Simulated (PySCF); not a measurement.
**Telling isomers of C4H8O4Si apart by NMR**

Computed data (PySCF 2.14.0 with density-fitted response routines): structure optimised with GFN2-xTB, shieldings: GIAO PBE0/pcSseg-1. Non-relativistic Hamiltonian, one computed conformer, averaged over atoms made equivalent by symmetry, fast rotation or ring inversion, in vacuum.

References, each an isolated molecule treated in the same way: ¹H, ¹³C against TMS. Where no couplings were computed, multiplicities follow the n + 1 count of equivalent neighbours, and m marks all less simple cases (inequivalent or close neighbours, rings, F or P nearby). Shifts are as computed. Against solution values, carbons near 30 ppm lie about +3 ppm off and those near 130 ppm about +5 ppm (rms about the fit 2.1 ppm; single classes can miss by 10 ppm). Of 1328 compounds with measured shifts, 309 miss one by over three times the rms of a fit or turn the order of signals round; such compounds aren't used in these exercises. Signals without a measured value on file couldn't be tested in this way; 1H shifts scatter by 0.2 ppm about their fit, and single ones miss by 0.5 ppm.

(1) Tabulate the signals of `CCOC(=O)C(=O)O[SiH3]`, `CC(=O)O[SiH2]OC(C)=O` and their relative energies.

(2) What is the quickest way to tell CCOC(=O)C(=O)O[SiH3] from CC(=O)O[SiH2]OC(C)=O?

Answers

(1) 
```json
{"SMILES": "CCOC(=O)C(=O)O[SiH3]", "carbon types": "2×C 1×CH2 1×CH3", "δC": "164.0, 163.1, 65.3, 16.0", "δH": "4.95 (s, 3H), 4.58 (q, 2H), 1.37 (t, 3H)", "E rel. (kcal/mol)": "47.0"}
{"SMILES": "CC(=O)O[SiH2]OC(C)=O", "carbon types": "2×C 2×CH3", "δC": "177.4, 24.0", "δH": "5.32 (s, 2H), 2.18 (s, 6H)", "E rel. (kcal/mol)": "0.0"}
```

Energies are electronic energies at PBE0/pcSseg-1 on these geometries, without zero-point or thermal terms, each for the one conformer computed, which needn't be the lowest.

(2) Count the carbon signals: 4 against 2. The first has an sp3 CH2 bonded to O at 65.3 ppm, the second a carbonyl carbon (C) at 177.4 ppm. Their most deshielded carbons lie at 164.0 and 177.4 ppm.
